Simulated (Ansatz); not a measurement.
Born–Oppenheimer molecular dynamics of C3H7F2NSi (14 atoms, charge 0, multiplicity 1). It starts from a relaxed structure.

These are results of RKS B3LYP-D4/6-31G in Ansatz 0.2.0, not measurements.

```
ensemble        : NVT, Langevin thermostat
time step       : 0.5 fs
steps asked     : 300
set temperature : 200 K
friction        : 0.02 /fs
masses          : H 10 u
seed            : 276565
```

First frame:

```xyz
14
Properties=species:S:1:pos:R:3
C 0.500 -1.751 0.466
C -0.071 -0.353 0.393
F -0.560 -0.055 1.752
N -1.087 -0.096 -0.580
Si -0.709 1.651 -0.838
C 0.857 0.842 0.007
F 1.505 1.466 1.105
H 1.282 -1.794 1.229
H -0.284 -2.465 0.739
H 0.921 -2.040 -0.501
H -1.876 -0.709 -0.714
H -0.646 2.073 -2.278
H -1.468 2.669 -0.041
H 1.623 0.533 -0.710
```

Problem. What does the run give?

Solution. The run went to its last step.

```json
{
 "steps done": "300",
 "time covered": "150 fs",
 "mean temperature over the second half": "184 K",
 "spread of the potential energy over the second half": "2.8 meV per atom",
 "mean potential energy of the second half above the start": "22.8 meV per atom"
}
```

A run of 0.15 ps of so small a system gives no equilibrium averages. Limits of this set-up: no polarisation functions.

Problem. What happens to the structure?

Solution. The same pairs are bonded in the first frame and the last. Pairs count as bonded within 1.25 times the sum of covalent radii (0.12 Å more for H–H). The details hang on the random start.

Problem. How do temperature and energy run in time?

Solution. 
| time (fs) | T (K) | potential energy less start (eV) |
| --- | --- | --- |
| 0.0 | 186 | 0.000 |
| 7.5 | 104 | 0.105 |
| 15.0 | 122 | 0.172 |
| 22.5 | 109 | 0.182 |
| 30.0 | 140 | 0.172 |
| 37.5 | 130 | 0.167 |
| 45.0 | 154 | 0.205 |
| 52.5 | 141 | 0.288 |
| 60.0 | 167 | 0.203 |
| 67.5 | 194 | 0.240 |
| 75.0 | 169 | 0.377 |
| 82.5 | 190 | 0.306 |
| 90.0 | 150 | 0.370 |
| 97.5 | 164 | 0.337 |
| 105.0 | 205 | 0.297 |
| 112.5 | 188 | 0.289 |
| 120.0 | 186 | 0.265 |
| 127.5 | 190 | 0.246 |
| 135.0 | 166 | 0.348 |
| 142.5 | 187 | 0.339 |
| 150.0 | 191 | 0.384 |

Time of the run: 16 min on 1 thread of AMD EPYC 9R45 96-Core Processor (Zen 5) (shared host), peak memory 0.27 GiB.
